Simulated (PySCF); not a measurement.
CH3FMg.

```xyz
6

Mg     0.0000     0.0000    -0.1335
F      0.0000     0.0000    -1.8946
C      0.0000     0.0000     1.9371
H      0.8797     0.5079     2.3438
H      0.0000    -1.0158     2.3438
H     -0.8797     0.5079     2.3438
```

The structure is a stationary point at r2SCAN-D4/def2-TZVP.

Computed with PySCF with HF/pcSseg-2. Non-relativistic, no solvent.

Task: Give the absolute GIAO shielding of each atom: isotropic value and principal components (ppm). (An estimate is asked for; the answer gives what the named calculation found.)

Result: 
| atom | σ(iso) | σ11 | σ22 | σ33 | span |
|---|---|---|---|---|---|
| Mg1 | 515.7 | 418.6 | 418.6 | 710.0 | 291.4 |
| F2 | 421.2 | 389.2 | 389.2 | 485.1 | 95.9 |
| C3 | 217.8 | 203.5 | 225.0 | 225.0 | 21.5 |
| H4 | 32.8 | 28.2 | 28.9 | 41.3 | 13.0 |
| H5 | 32.8 | 28.2 | 28.9 | 41.3 | 13.0 |
| H6 | 32.8 | 28.2 | 28.9 | 41.3 | 13.0 |
